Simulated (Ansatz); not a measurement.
Computed with Ansatz on PBE0-D4/def2-TZVP structures; ΔE is electronic, products minus reactants. CCSD(T)/CBS is the MP2 limit (def2-TZVPP, def2-QZVPP) plus CCSD(T) − MP2 in def2-TZVPP, frozen cores. This one scheme is used for every species. One conformer a species, not always the lowest.

Reaction (substitution at a C–C bond): `CC(C)=N` + `NB(O)F` → `COB(N)F` + `CC=N`

```csv
level,ΔE (kJ/mol)
MP2/def2-QZVPP,78.6
MP2/CBS(def2),79.7
```

Q: What does CCSD(T)/CBS give? (Best estimate.)

A: Ansatz gave: +72.5 kJ/mol. The listed levels differ from it by 6.1, 7.2 kJ/mol.

Largest T1 diagnostic among the species: 0.012.

In def2-TZVPP, CCSD(T) changes the Hartree–Fock value by +11.0 kJ/mol (the triples alone add +1.2 kJ/mol) and MP2 by +18.1 kJ/mol.
